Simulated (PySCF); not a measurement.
Compound: C8H13PS.
SMILES with atom numbers: `[CH2:1]=[CH:2][C:3]1=[CH:4][CH2:5][P:6]([CH2:7][S:8][CH3:9])[CH2:10]1`

NICS = −σ at a ghost point: NICS(0) at the centroid of the ring atoms, NICS(1) 1 Å to either side along the normal of their mean plane, zz for the tensor component along that normal. Level: GIAO PBE0/pcSseg-1 (PySCF, non-relativistic, gas phase) on the GFN2-xTB geometry, one conformer.

Ring bond lengths (Å), with Mayer bond orders in brackets: C3–C4 1.335 (1.76), C4–C5 1.494 (1.02), C5–P6 1.868 (0.97), P6–C10 1.861 (0.97), C10–C3 1.506 (1.02).

**Question.** What do the NICS probes read (ppm)?

**Answer.** 
| ring | type | NICS(0) | NICS(1), two faces | NICS(1)zz, two faces | rms pucker (Å) | centre to ring atoms, mean (Å) |
| --- | --- | --- | --- | --- | --- | --- |
| C3–C4–C5–P6–C10 | 5-membered ring with P; formal bonds 1 double, 4 single | -3.0 | -4.0 / -3.1 | -4.2 / -3.6 | 0.09 | 1.36 |

**Question.** What can be read from them?

**Answer.** 
- C3–C4–C5–P6–C10: mean NICS(1)zz -3.9 ppm, shielded. C5, C10 have four or more neighbours, so the value isn't read as a sign of a π ring current.

**Question.** Give the inner angles of the rings and the Hirshfeld charges of the ring atoms.

**Answer.** 
- C3–C4–C5–P6–C10: C3 115.2° (-0.003 e), C4 117.4° (-0.048 e), C5 106.1° (-0.117 e), P6 91.2° (+0.153 e), C10 106.9° (-0.121 e); sum 536.7° against 540° for a flat convex ring.

**Question.** What are the shieldings of the ring atoms and their hydrogens in the same run (means over atoms taken as equivalent)?

**Answer.** 
```tsv
atoms	environment	σ isotropic (ppm)	principal values of the symmetric part, first atom (ppm)
C3	fully substituted alkene carbon	36.9	-65.0, 47.1, 128.7
C4	alkene CH carbon	48.8	-41.8, 59.3, 129.0
C5	sp3 carbon bound to phosphorus	149.3	129.3, 149.5, 168.9
P6	phosphine phosphorus	370.5	297.9, 389.7, 423.9
C10	sp3 carbon bound to phosphorus	153.3	135.8, 148.0, 176.0
H on C4	vinylic hydrogen	25.76	22.9, 26.8, 27.6
H on C5 (×2)	methylene hydrogen	29.15	25.1, 27.7, 35.8
H on C10 (×2)	methylene hydrogen	28.90	22.7, 30.3, 32.9
```
